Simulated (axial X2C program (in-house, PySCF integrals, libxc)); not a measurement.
**Which molecule has these constants?**

Computed with an axial X2C code built on PySCF integrals, spin-free (one-electron X2C) or two-component (2c: spin–orbit coupling with atomic mean-field Coulomb and Gaunt terms, which also bring small scalar terms), in Dyall basis sets with cores contracted in-house; open shells are unrestricted.

A two-component PBE0 calculation in a Dyall 3-zeta basis gave Re = 3.808 Å, ωe = 57.5 cm⁻¹, De = 0.24 eV, Ω = 1.

Question: Which molecule is it?
A. CsS⁺
B. CsSe⁺
C. CsO⁺

Answer: B. The others have CsS⁺ 3.711 Å and 78.4 cm⁻¹ (Ω = 1); CsO⁺ 3.373 Å and 86.9 cm⁻¹ (Ω = 1).

Each entry is the lowest single determinant of a limited PBE0 search at one distance. De goes to single-determinant-based atoms at the same level (for ions the charge split of lowest energy) and is withheld (n/a) where an atom does not fit its ground term or J level. Main or longest-lived isotopes. One determinant is a doubtful description, or other states lie close, for CsSe⁺, CsS⁺, CsO⁺; these need not be ground states, and all values refer to the states named. Some open-shell Ω = 0 determinants are out of reach, so the Ω given for CsSe⁺, CsS⁺, CsO⁺ need not be the lowest component. With several unpaired electrons the Ω given is that of one determinant, not necessarily of the lowest component. Some light 2c atoms are not at their ground J level, so De misses part of their lowering (0.04 eV or less). The functionals have no current term, which raises determinants with orbital currents.
